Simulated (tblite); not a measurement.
C10H7F2N3 (cyanobenzene emitter), SMILES CN(C)c1cc(C#N)c(F)c(F)c1C#N at step 5 of a GFN2-xTB optimisation (tblite, gas phase), coordinates in Å:

```
  1 C    -2.349   -0.320    0.999
  2 N    -1.442    0.259    0.032
  3 C    -1.989    1.290   -0.813
  4 C    -0.102   -0.023    0.005
  5 C     0.824    0.981   -0.303
  6 C     2.192    0.759   -0.339
  7 C     3.081    1.829   -0.609
  8 N     3.793    2.688   -0.834
  9 C     2.692   -0.518   -0.093
 10 F     4.013   -0.767   -0.124
 11 C     1.796   -1.539    0.184
 12 F     2.282   -2.771    0.394
 13 C     0.414   -1.320    0.228
 14 C    -0.402   -2.445    0.467
 15 N    -1.032   -3.392    0.626
 16 H    -2.867   -1.199    0.618
 17 H    -3.096    0.425    1.280
 18 H    -1.821   -0.599    1.904
 19 H    -1.546    1.251   -1.805
 20 H    -1.864    2.303   -0.417
 21 H    -3.058    1.121   -0.942
 22 H     0.480    1.988   -0.457
```

Q: What are the forces on the atoms (eV/Å)?

A: 
```
  1 C     0.00    0.03   -0.05
  2 N     0.16   -0.08    0.04
  3 C    -0.11    0.17   -0.08
  4 C    -0.31    0.21   -0.13
  5 C    -0.04    0.20   -0.01
  6 C    -0.02    0.10   -0.05
  7 C    -0.52   -0.62    0.12
  8 N     0.51    0.66   -0.15
  9 C     0.04   -0.33    0.06
 10 F    -0.16    0.05    0.00
 11 C     0.20   -0.02   -0.02
 12 F    -0.14    0.04    0.02
 13 C     0.12   -0.20    0.24
 14 C    -0.18   -0.20    0.03
 15 N     0.09    0.21   -0.02
 16 H    -0.04   -0.10   -0.11
 17 H     0.05    0.01   -0.06
 18 H     0.18   -0.12    0.11
 19 H     0.18   -0.01   -0.05
 20 H     0.05    0.01    0.12
 21 H     0.00   -0.10    0.08
 22 H    -0.07    0.10   -0.09
```
